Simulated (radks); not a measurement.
All-electron atom: Pb in [Hg] 6p2 (the NIST ground configuration). All-electron calculation, scalar-relativistic Kohn-Sham, LDA (Slater exchange, Perdew-Wang correlation), spin-unpolarised, spherical densities, finite nucleus; Fermi nuclear charge, rms radius 5.5012 fm; hard spherical wall at 3 bohr. Program: a radial shooting solver on a logarithmic mesh with Libxc functionals.

Normalised radial functions P(r) = r R(r), r in bohr:

```
   r/bohr * 6p, o 5f (the largest magnitude, 0.885, reaches the edge; | marks zero, & curves that meet)
0.0007021                             &
0.0009216                             &
   0.0012                             &
 0.001575                             &
 0.002068                             &
 0.002692                             &
 0.003534                             &
 0.004638                             o*
 0.006088                             o*
 0.007928                             o*
  0.01041                             o *
  0.01366                             o  *
  0.01779                             o   *
  0.02334                             o    *
  0.03064                             o    *
  0.04022                             o    *
  0.05237                             o  *
  0.06874                             *o
  0.09023                         *   | o
   0.1175                      *      |  o
   0.1542                       *     |    o
   0.2024                             |*     o
   0.2657                             |        &
    0.346                             |        o*
   0.4541                             | *   o
   0.5961                  *          o
   0.7762            *         o      |
    1.019              o      *       |
    1.337       o                     |          *
    1.755  o                          |                          *
    2.286      o                      |                         *
        3                             &
```

6p: eigenvalue 25.865 eV, 4 radial nodes at r = 0.0692, 0.199, 0.472, 1.16 bohr, <r> = 1.86 bohr, 90 % of the charge inside 2.46 bohr. 5f (empty): eigenvalue 44.672 eV, 1 radial node at r = 0.597 bohr, <r> = 1.77 bohr, 90 % of the charge inside 2.39 bohr.
